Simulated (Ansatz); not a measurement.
A structure relaxed at r2SCAN-D4/def2-SVP in Ansatz, charge 0, singlet:

| atom | x (Å) | y (Å) | z (Å) |
| --- | --- | --- | --- |
| Ge1 | 0.9661 | 0.6994 | -1.4444 |
| Ge2 | -2.1284 | -1.1948 | -0.8698 |
| Ge3 | 0.3109 | -0.4858 | 1.7841 |
| S4 | -0.9343 | -2.0558 | 1.0287 |
| S5 | 1.8080 | -0.1938 | 3.1137 |
| S6 | -2.2449 | 1.0334 | -0.0745 |
| S7 | -0.2567 | -0.8202 | -2.3284 |
| S8 | -0.2984 | 1.4488 | 0.4723 |
| S9 | 2.7777 | 1.5688 | -1.6816 |

**Question.** Give its formula and point group.

**Answer.** the cluster Ge₃S₆. Point group Cs (tolerance 0.1 Å).

**Question.** Summarise the bond lengths by kind (pairs closer than 1.2 times the sum of covalent radii, bridged metal pairs left out).

**Answer.** 9 × Ge–S 2.02 to 2.42 Å; 1 × S–S 2.06 Å.

Another isomer (singlet) lies 0.02 eV lower at r2SCAN-D4/def2-TZVP; other spin states weren't run for this one.
